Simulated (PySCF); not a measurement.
PySCF 2.14 output of an unrestricted LDA calculation on a single atom or ion in x2c-TZVPPall, with the spin-free X2C one-electron Hamiltonian (Gaussian nucleus):

```
SCF conv_tol = 1e-09
number electrons alpha = 23  beta = 19
    P. A. M. Dirac.,  Math. Proc. Cambridge Philos. Soc. 26, 376 (1930)
    F. Bloch.,  Z. Phys. 57, 545 (1929)
    S. H. Vosko, L. Wilk, and M. Nusair.,  Can. J. Phys. 58, 1200 (1980)
cycle= 1 E= -4043.50124094319  delta_E= -0.0195  |g|= 0.129  |ddm|= 0.354
cycle= 2 E= -4043.51749521389  delta_E= -0.0163  |g|= 0.142  |ddm|= 0.937
cycle= 3 E= -4043.50460092469  delta_E= 0.0129  |g|= 0.0306  |ddm|= 0.975
cycle= 4 E= -4043.50505352588  delta_E= -0.000453  |g|= 0.0153  |ddm|= 0.0472
cycle= 5 E= -4043.50508691434  delta_E= -3.34e-05  |g|= 0.007  |ddm|= 0.0451
cycle= 6 E= -4043.50510521347  delta_E= -1.83e-05  |g|= 0.000775  |ddm|= 0.0293
cycle= 7 E= -4043.5051046703  delta_E= 5.43e-07  |g|= 0.000715  |ddm|= 0.00535
cycle= 8 E= -4043.5051047263  delta_E= -5.6e-08  |g|= 0.000352  |ddm|= 0.00201
cycle= 9 E= -4043.50510475383  delta_E= -2.75e-08  |g|= 4.31e-05  |ddm|= 0.00182
cycle= 10 E= -4043.50510475431  delta_E= -4.84e-10  |g|= 2.47e-06  |ddm|= 0.000225
converged SCF energy = -4043.50510475431  <S^2> = 6.0066772  2S+1 = 5.0026702
```

The run itself started from symmetry-adapted Hartree-Fock orbitals and held the occupation by maximum overlap, on a logarithmic radial grid, so the iterations belong to that start.

Problem. Which element, charge and spin multiplicity is this?

Solution. Mo (molybdenum, neutral), multiplicity 5; the state was [Kr] 4d6, high-spin 5D determinant (an excited configuration).

⟨L²⟩ = 7.12 against 6 for a pure D term, so this real determinant mixes terms.
